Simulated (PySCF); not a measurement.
Isomers of C5H11NO2Si, mass 145.056 u with the commonest isotopes. Method used: PBE0/pcSseg-1 in PySCF (dipole) on a GFN2-xTB geometry, gas phase. One conformer each, none proved a minimum here; rigid rotors.

Question: Order these by dipole moment, smallest first.
A. `[CH2:1]=[N:2][SiH2:3][C:4](=[O:5])[O:6][CH:7]([CH3:8])[CH3:9]` with C1–N2–Si3–C4 103°, N2–Si3–C4–O5 -64°, Si3–C4–O6–C7 180°, C4–O6–C7–C8 -147°
B. `[CH3:1][SiH2:2][CH2:3][CH2:4][C:5](=[O:6])[C:7]([NH2:8])=[O:9]` with C1–Si2–C3–C4 179°, Si2–C3–C4–C5 -68°, C3–C4–C5–O6 -1°, C4–C5–C7–N8 -178°, C5–C7–N8–H 180° and -1°
C. `[CH3:1][C@@H:2]1[CH2:3][NH:4][SiH2:5][C@@H:6]1[O:7][CH:8]=[O:9]` with Si5–C6–O7–C8 27°, C6–O7–C8–O9 -1°, C1–C2–C3–N4 -77°, C2–C3–N4–Si5 -28°, C3–N4–Si5–C6 4°, N4–Si5–C6–O7 146°

Answer: A (0.59 D), B (1.37 D), C (2.02 D).

Question: Order these by rotational constant C, smallest first.
A. `[CH3:1][SiH2:2][CH2:3][CH2:4][C:5](=[O:6])[C:7]([NH2:8])=[O:9]` with C1–Si2–C3–C4 179°, Si2–C3–C4–C5 -68°, C3–C4–C5–O6 -1°, C4–C5–C7–N8 -178°, C5–C7–N8–H 180° and -1°
B. `[CH3:1][C@@H:2]1[CH2:3][NH:4][SiH2:5][C@H:6]1[O:7][CH:8]=[O:9]` with Si5–C6–O7–C8 -31°, C6–O7–C8–O9 2°, C1–C2–C3–N4 -166°, C2–C3–N4–Si5 29°, C3–N4–Si5–C6 -6°, N4–Si5–C6–O7 -141°
C. `[CH2:1]=[N:2][SiH2:3][C:4](=[O:5])[O:6][CH:7]([CH3:8])[CH3:9]` with C1–N2–Si3–C4 103°, N2–Si3–C4–O5 -64°, Si3–C4–O6–C7 180°, C4–O6–C7–C8 -147°
D. `[CH3:1][C@@H:2]1[CH2:3][NH:4][SiH2:5][C@@H:6]1[O:7][CH:8]=[O:9]` with Si5–C6–O7–C8 27°, C6–O7–C8–O9 -1°, C1–C2–C3–N4 -77°, C2–C3–N4–Si5 -28°, C3–N4–Si5–C6 4°, N4–Si5–C6–O7 146°
E. `[CH3:1][C@:2]1([O:3][CH:4]=[O:5])[CH2:6][CH2:7][NH:8][SiH2:9]1` with C1–C2–O3–C4 89°, C2–O3–C4–O5 4°, C1–C2–C6–C7 -85°, C2–C6–C7–N8 -40°, C6–C7–N8–Si9 25°, C7–N8–Si9–C2 -3°

Answer: A (546.0 MHz), C (612.6 MHz), B (828.5 MHz), D (940.0 MHz), E (1018 MHz).

Question: Order these by rotational constant A, largest first.
A. `[CH2:1]=[N:2][SiH2:3][C:4](=[O:5])[O:6][CH:7]([CH3:8])[CH3:9]` with C1–N2–Si3–C4 103°, N2–Si3–C4–O5 -64°, Si3–C4–O6–C7 180°, C4–O6–C7–C8 -147°
B. `[CH3:1][C@@H:2]1[CH2:3][NH:4][SiH2:5][C@@H:6]1[O:7][CH:8]=[O:9]` with Si5–C6–O7–C8 27°, C6–O7–C8–O9 -1°, C1–C2–C3–N4 -77°, C2–C3–N4–Si5 -28°, C3–N4–Si5–C6 4°, N4–Si5–C6–O7 146°
C. `[CH3:1][C@:2]1([O:3][CH:4]=[O:5])[CH2:6][CH2:7][NH:8][SiH2:9]1` with C1–C2–O3–C4 89°, C2–O3–C4–O5 4°, C1–C2–C6–C7 -85°, C2–C6–C7–N8 -40°, C6–C7–N8–Si9 25°, C7–N8–Si9–C2 -3°
D. `[CH3:1][SiH2:2][CH2:3][CH2:4][C:5](=[O:6])[C:7]([NH2:8])=[O:9]` with C1–Si2–C3–C4 179°, Si2–C3–C4–C5 -68°, C3–C4–C5–O6 -1°, C4–C5–C7–N8 -178°, C5–C7–N8–H 180° and -1°
E. `[CH3:1][C@@H:2]1[CH2:3][NH:4][SiH2:5][C@H:6]1[O:7][CH:8]=[O:9]` with Si5–C6–O7–C8 -31°, C6–O7–C8–O9 2°, C1–C2–C3–N4 -166°, C2–C3–N4–Si5 29°, C3–N4–Si5–C6 -6°, N4–Si5–C6–O7 -141°

Answer: D (3495 MHz), A (2974 MHz), C (2334 MHz), B (2267 MHz), E (2069 MHz).

```tsv
SMILES	point group	Ia (u·Å²)	Ib (u·Å²)	Ic (u·Å²)	κ	μa (D)	μb (D)	μc (D)
C=N[SiH2]C(=O)OC(C)C	C1	169.95	776.82	825.00	-0.97	0.07	0.46	0.37
C[C@@H]1CN[SiH2][C@@H]1OC=O	C1	222.96	398.71	537.62	-0.51	1.18	1.47	0.71
C[SiH2]CCC(=O)C(N)=O	C1	144.60	854.77	925.66	-0.97	0.03	1.23	0.60
C[C@]1(OC=O)CCN[SiH2]1	C1	216.49	404.68	496.43	-0.65	1.17	1.71	0.06
C[C@@H]1CN[SiH2][C@H]1OC=O	C1	244.28	397.78	609.96	-0.29	1.62	1.29	0.02
```
